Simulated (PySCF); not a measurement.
J couplings in C2H7BF2GeO

Geometry:
| atom | x (Å) | y (Å) | z (Å) |
| --- | --- | --- | --- |
| C1 | 1.886 | 1.075 | -0.517 |
| O2 | 0.708 | 0.326 | -0.508 |
| C3 | 0.519 | -0.429 | 0.660 |
| Ge4 | -1.214 | -1.326 | 0.375 |
| B5 | -2.272 | 0.221 | -0.502 |
| F6 | -2.729 | 0.195 | -1.737 |
| F7 | -2.483 | 1.330 | 0.180 |
| H8 | 1.917 | 1.804 | 0.316 |
| H9 | 1.930 | 1.624 | -1.468 |
| H10 | 2.782 | 0.428 | -0.441 |
| H11 | 1.346 | -1.146 | 0.824 |
| H12 | 0.460 | 0.221 | 1.557 |
| H13 | -1.043 | -2.541 | -0.552 |
| H14 | -1.815 | -1.790 | 1.716 |

Method: B3LYP/pcJ-1 (pcSseg-1 on Ge) (spin–dipole term only in couplings to heteroatoms)//PBE0-D3(BJ)/def2-SVP, PySCF 2.14; isolated molecule, single conformer, non-relativistic. Couplings are averaged over pairs made equivalent by symmetry, fast rotation or ring inversion, so a value needn't be that of the named pair in this geometry, while other rotamers aren't included; one pair stands for each set, and the list holds those of at least 1.5 Hz over up to four bonds, among pairs with at least one C or B or F or H atom (others weren't computed).

Isotopes: 11B, 19F, 13C, 1H, 17O. Couplings to quadrupolar nuclei such as 17O and 33S are rarely resolved in practice.

| pair | bonds | J (Hz) |
| --- | --- | --- |
| C1, O2 | 1 | ? |
| C1, H8 | 1 | 146.1 |
| O2, C3 | 1 | ? |
| C3, H11 | 1 | 148.0 |
| B5, F6 | 1 | -211.0 |
| C1, C3 | 2 | ? |
| O2, H8 | 2 | -6.6 |
| O2, H11 | 2 | ? |
| C3, H13 | 2 | 7.2 |
| B5, H13 | 2 | 12.5 |
| F6, F7 | 2 | -274.1 |
| H8, H9 | 2 | ? |
| H11, H12 | 2 | -9.7 |
| H13, H14 | 2 | 10.7 |
| C1, H11 | 3 | 2.7 |
| O2, B5 | 3 | ? |
| O2, H13 | 3 | -7.7 |
| C3, H8 | 3 | 6.5 |
| B5, H11 | 3 | ? |
| F6, H13 | 3 | 9.6 |
| H11, H14 | 3 | 3.0 |

**Question.** Estimate the withheld couplings, with signs.

**Answer.** 
- 1J(C1,O2) = 25.0 Hz (bond length 1.396 Å)
- 1J(O2,C3) = 28.0 Hz (bond length 1.404 Å)
- 2J(C1,C3) = -3.9 Hz (angle at O2 114°)
- 2J(O2,H11) = -3.3 Hz (angle at C3 112°)
- 2J(H8,H9) = -11.1 Hz (mean over equivalent pairs that range from -12.2 to -9.0 Hz in this conformer)
- 3J(O2,B5) = -1.7 Hz (dihedral angle 40°)
- 3J(B5,H11) = 2.5 Hz (mean over equivalent pairs that range from -0.2 to 5.3 Hz in this conformer)

Relativistic effects of the heavier atoms present are left out.
